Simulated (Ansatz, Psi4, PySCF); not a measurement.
C$_{2}$H$_{2}$Cl (SMILES [CH-]=CCl), charge -1, singlet, at the geometry of the source list, atoms displaced at random by about 0.03 Å a coordinate. Base run: HF/cc-pVDZ, gradient (PySCF).

Input for PySCF:
```python
from pyscf import gto, scf

mol = gto.M(
    atom='''
C    -0.30110318   -0.17867468   -0.02532892
C     0.97695770    0.13519787    0.07414826
Cl   -0.92698807   -1.74323116   -0.01125698
H    -1.06690448    0.62705555   -0.01162204
H     1.34826343    1.16414069   -0.02563831
''',
    basis='cc-pvdz',
    charge=-1,
    verbose=4,
)

mf = scf.RHF(mol)
mf.kernel()
g = mf.nuc_grad_method()
grad = g.kernel()
```

Programs used: Ansatz (a program for electronic structure), Psi4, PySCF; a row that names a program was run with it.

The coordinate followed is x of atom 5.

Each row names what was changed in the base input (with any setting that the change needs).

```csv
change,dE/dx (Eh/bohr),net force (Eh/bohr)
base,0.021773,0.000000
finite difference step (bohr) = 0.05; conv_tol = 1e-11,0.021802,-
code = psi4,0.021781,0.000000
finite difference step (bohr) = 1e-5; conv_tol = 1e-11,0.021773,-
finite difference step (bohr) = 1e-4; conv_tol = 1e-11,0.021773,-
finite difference step (bohr) = 0.01; conv_tol = 1e-11,0.021774,-
density fitting = on,0.021764,0.000000
finite difference step (bohr) = 1e-3; conv_tol = 1e-11,0.021773,-
conv_tol = 1e-11,0.021773,0.000000
conv_tol = 1e-4,0.021754,0.000000
conv_tol = 1e-6,0.021771,0.000000
code = ansatz,0.021773,0.000000
```

The net force is zero for an exact gradient.
